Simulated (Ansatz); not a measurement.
A series at In: from `[Cl][In]([Cl])[Cl]`, ligands are replaced one by one, each step taking up H–F and setting free HCl; n counts the steps. Ansatz, PBE0-D4/def2-TZVP geometries.

CBS adds triple-zeta CCSD(T) − MP2 to the MP2 limit, frozen cores; atoms without spin–orbit coupling. Elements past krypton have def2 core potentials. Outer-core shells of In are correlated without core-valence functions. Spin–orbit coupling is left out.

| n | molecule | atomization energy, CCSD(T)/CBS (kJ/mol) |
| --- | --- | --- |
| 0 | `[Cl][In]([Cl])[Cl]` | 1004.8 |
| 1 | `[F][In]([Cl])[Cl]` | ? |
| 2 | `[F][In]([F])[Cl]` | 1166.6 |
| 3 | `[F][In]([F])[F]` | 1243.2 |

**Question.** By hand: fit a straight line y = ȳ + b (n − n̄) to the 3 given rows and predict n = 1.

**Answer.** n̄ = 1.667, ȳ = 1138.20; Σ(n − n̄)(y − ȳ) = 371.80, Σ(n − n̄)² = 4.667, so b = 79.67 kJ/mol a step. Prediction: 1138.20 + (79.67) × (-0.667) = 1085.1 kJ/mol.

**Question.** By hand: compare with the computed value, 1086.9 kJ/mol, and give the steps along the whole series.

**Answer.** The line misses by 1.8 kJ/mol (computed minus predicted). Steps: 82.1, 79.7, 76.6 kJ/mol.

The steps differ by at most 5.5 kJ/mol, 7 % of a mean step, so the ligands' effects nearly add and a line is close. The miss is 0.8 % of the series' range. The energies themselves are unsure by some kJ/mol a bond, though much of that is common to the series.
